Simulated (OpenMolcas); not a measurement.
## Tl⁺: RASPT2 settings compared

| Quantity | Value |
| --- | --- |
| Program | OpenMolcas 26.06 |
| Basis | ANO-RCC-VTZP [8s7p5d3f2g] |
| Scalar Hamiltonian | DKH3, point nucleus |
| Active space | 2 electrons in 9 orbitals (RAS2 6s 6p; RAS3 6d, at most 2 electrons) |
| State averaging | 2S+1 = 3 even, 3 roots (0 in the spin-orbit step); 2S+1 = 1 even, 6 roots kept (CI in the orbitals of an earlier block); 2S+1 = 3 odd, 3 roots; 2S+1 = 1 odd, 3 roots kept (CI in the orbitals of an earlier block) |
| Spin-orbit coupling | RASSI with atomic mean-field integrals over the reference wave functions, term energies averaged over their components |

Methods on the same reference wave functions:
A. RASSCF
B. SS-RASPT2, IPEA 0.6 Eh, sigma1 regulariser 0.05 Eh (closed shells correlated: none)
C. SS-RASPT2, IPEA 0.15 Eh, sigma1 regulariser 0.3 Eh (closed shells correlated: 5d)
D. XMS-RASPT2, IPEA 0.1 Eh, imaginary shift 0.1 Eh (closed shells correlated: none)

Energies in eV above 6s2 1S0, the measured ground level; measured values from NIST Handbook of Basic Atomic Spectroscopic Data.

```tsv
Level	A	B	C	D	Measured
6s2 1S0	0.0000	0.0000	0.0000	0.0000	0.0000
6s 6p 3P* 0	5.2861	5.417	6.178	5.464	6.1312
6s 6p 3P* 1	5.5957	5.718	6.443	5.762	6.4960
6s 6p 3P* 2	6.4807	6.612	7.373	6.659	7.6533
6s 6p 1P* 1	9.2421	9.065	8.948	9.014	9.3811
```

Deviations, from unrounded energies. A percentage is the sum of absolute deviations over the sum of measured energies, with the sign that they share, or ± where signs differ.

```tsv
Against measurement	Levels	A	B	C	D
mean absolute deviation (cm-1)	4	6200	5700	1600	5600
other configurations (%)	4	-10.3	-9.6	±2.7	-9.3
```

C lies closest to measurement on these levels and A furthest from it. The largest miss of C in the table is 6s 6p 1P* 1, by -3500 cm-1. The ranking rests on the paired levels alone, and a cruder setting can come out closer through cancelling errors.

Among B to D the level of the table that moves most is 6s 6p 3P* 2, by 6100 cm-1 (lowest in B, highest in C). Moves below CASPT2's spread within the term are not significant.

The lowest spin-free term lies below A's lowest term by 0.006 hartree in B, 0.406 hartree in C, 0.008 hartree in D.

Some high roots are left out of the spin-orbit mixing, which shifts the levels that they would mix with. Terms from blocks run as CI alone lack orbitals of their own. Active for correlation alone: 6d; no level in the range computed is led by a configuration that fills it, so any true level of that kind is missing. Spin-orbit splittings of 6p shells tend to come out small when the coupling is added on scalar orbitals. Measured partners are found by configuration, term and J. A level has none where our copy of the source lacks it or the pairing is in doubt (some pairs that miss far off the trend of their configuration count as doubtful), and it then counts in no deviation. Levels of configurations outside the active space are missing. Levels that lie high or do not pair safely by name in every column are left out.

* marks odd parity.
